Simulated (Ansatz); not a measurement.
Basis sets compared for In₄P₄H₁₆, a cluster cut from zinc blende InP (hydrogen-capped). Charge 0, multiplicity 1. Geometry PBE-D4/def2-SVP. Ansatz on 4 threads of Arm Neoverse V1 on a shared host; times are rough, and most runs start from earlier orbitals.

```xyz
24

In    0.356    0.772    2.928
In   -2.070   -2.188   -0.453
In    2.680   -1.064   -0.991
In   -0.956    2.480   -1.484
P     2.354   -0.233    1.505
P     0.471   -2.523   -1.129
P    -0.473    2.526    1.122
P    -2.358    0.231   -1.500
H     1.100    1.710    4.190
H    -0.859   -0.459    3.018
H    -2.977   -3.258   -1.481
H    -2.105   -1.991    1.266
H     3.994   -2.202   -0.939
H     2.433    0.313   -2.011
H     0.551    2.134   -2.264
H    -2.104    3.753   -1.774
H     2.864   -1.296    2.320
H     3.451    0.663    1.723
H     0.824   -3.786   -0.552
H     0.438   -2.983   -2.486
H    -1.647    3.105    1.706
H     0.366    3.673    1.304
H    -3.687    0.618   -1.132
H    -2.647    0.005   -2.886
```

In the def2 sets In takes a core potential; there is no spin–orbit coupling.

Binding counts from free atoms (In doublet, P quartet, H doublet) in the same basis, without a counterpoise term.

```tsv
level	functions	energy (Eh)	HOMO (eV)	LUMO (eV)	binding per atom (eV)	wall time
PBE-D4/def2-SVP	256	-2134.4942	-6.26	-1.50	2.40	8 s
PBE0-D4/def2-SVP	256	-2134.6410	-7.31	-0.78	2.39	15 s
```

Q: Estimate the rows for PBE-D4/def2-TZVP, PBE0-D4/def2-TZVP (with forces).

A: 
| level | functions | energy (Eh) | HOMO (eV) | LUMO (eV) | binding per atom (eV) | wall time |
| --- | --- | --- | --- | --- | --- | --- |
| PBE-D4/def2-TZVP | 444 | -2135.0060 | -6.32 | -1.63 | 2.42 | 17 s |
| PBE0-D4/def2-TZVP (with forces) | 444 | -2135.1405 | -7.34 | -0.91 | 2.41 | 52 s |
